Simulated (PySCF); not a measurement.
**Unknown: peak-picked proton spectrum**

Formula C₄H₃F₃. The spectrum was simulated from the full spin Hamiltonian at 500 MHz with 0.6 Hz Lorentzian lines, from shifts rounded to 0.01 ppm and J to 0.1 Hz, couplings under 1 Hz left out.

```
region  integral (H)    ppm      Hz  height
     1             1  6.674  3336.8      23
     1                6.670  3334.9      23
     1                6.663  3331.5      23
     1                6.659  3329.6      23
     1                6.648  3324.0      24
     1                6.644  3322.1      24
     1                6.637  3318.7      28
     1                6.636  3318.0      30
     1                6.633  3316.8      29
     1                6.632  3316.1      29
     1                6.625  3312.6      43
     1                6.621  3310.7      43
     1                6.614  3307.2      24
     1                6.611  3305.2      47
     1                6.607  3303.3      27
     1                6.600  3299.8      46
     1                6.596  3297.9      46
     1                6.589  3294.4      28
     1                6.587  3293.7      30
     1                6.585  3292.5      29
     1                6.584  3291.8      29
     1                6.577  3288.4      25
     1                6.573  3286.5      25
     1                6.562  3280.9      26
     1                6.558  3279.0      26
     1                6.551  3275.6      26
     1                6.547  3273.7      26
     2             1  5.616  2808.0      29
     2                5.613  2806.6      57
     2                5.611  2805.5      74
     2                5.609  2804.2     100
     2                5.606  2803.0      74
     2                5.604  2801.9      57
     2                5.601  2800.6      29
     2                5.578  2789.2      27
     2                5.576  2787.8      53
     2                5.573  2786.7      69
     2                5.571  2785.5      93
     2                5.568  2784.2      69
     2                5.566  2783.1      53
     2                5.564  2781.8      27
     3             1  5.320  2660.1      53
     3                5.317  2658.7      54
     3                5.314  2657.0      86
     3                5.311  2655.7      82
     3                5.308  2654.0      55
     3                5.305  2652.6      52
     3                5.295  2647.2      51
     3                5.292  2646.0      53
     3                5.288  2644.2      82
     3                5.286  2642.9      81
     3                5.282  2641.2      53
     3                5.280  2639.9      50
```

$^{13}$C{$^{1}$H} NMR (computed): δ 166.3 (C, ddd, J = 375.3, 365.8, 46.4 Hz), 139.2 (C, ddd, J = 301.3, 49.2, 22.1 Hz), 132.0 (CH, ddd, J = 17.8, 8.5, 5.3 Hz), 117.9 (CH2, d, J = 2.1 Hz).

- PBE0-D3(BJ)/def2-SVP structure
- couplings computed with B3LYP/pcJ-1 (spin–dipole term only in couplings to heteroatoms)
- PBE/pcSseg-2 with gauge-including orbitals
- run in PySCF 2.14.0 with density-fitted response routines
- no relativistic terms, no solvent model, a single conformation

Shifts are taken against calculated references (same method and geometry level): $^{1}$H (31.18 ppm), $^{13}$C (179.39 ppm) against TMS.

Task: Analyse the multiplets.

Result: $^{1}$H NMR (500 MHz, computed): δ 6.61 (m, 1H), 5.59 (m, 1H), 5.30 (dtd, J = 12.8, 3.1, 1.3 Hz, 1H). These are first-order names from the parameters used; overlap and second-order distortion can hide them in the list.

Task: What is the compound?

Result: 1,1,2-trifluorobuta-1,3-diene.

Structure with atom numbers: `[CH2:1]=[CH:2][C:3]([F:4])=[C:5]([F:6])[F:7]`. Each H is labelled by its parent atom. Ha(C1) is cis to C3; Hb(C1) is trans to C3.

δ 6.61: H(C2), hydrogen on an alkene CH, coupled to F4 (24.3 Hz), Ha(C1) (18.8 Hz), Hb(C1) (12.8 Hz), F7 (5.3 Hz). δ 5.59: Ha(C1), hydrogen on a terminal =CH2 carbon, coupled to H(C2) (18.8 Hz), F7 and F4 (2.4 Hz), F6 (1.3 Hz), Hb(C1) (1.3 Hz). δ 5.30: Hb(C1), hydrogen on a terminal =CH2 carbon, coupled to H(C2) (12.8 Hz), F4 and F7 (3.1 Hz), Ha(C1) (1.3 Hz).

The shifts were computed for this structure.

C–F couplings over four or more bonds (about 3 Hz to the para carbon of a fluoroarene) are left out. Common functionals overestimate the size of one-bond C–F couplings by tens of Hz; these are unscaled. Splittings below 1 Hz are ignored in the labels, and close J values are merged. Unscaled 3J(H,H) at this level run about 10 % above measured values. Shifts are as computed, not scaled to solution data. Of 1211 compounds with measured shifts, 218 miss one by over three times the rms of a fit or turn the order of signals round; such compounds aren't used in these exercises.
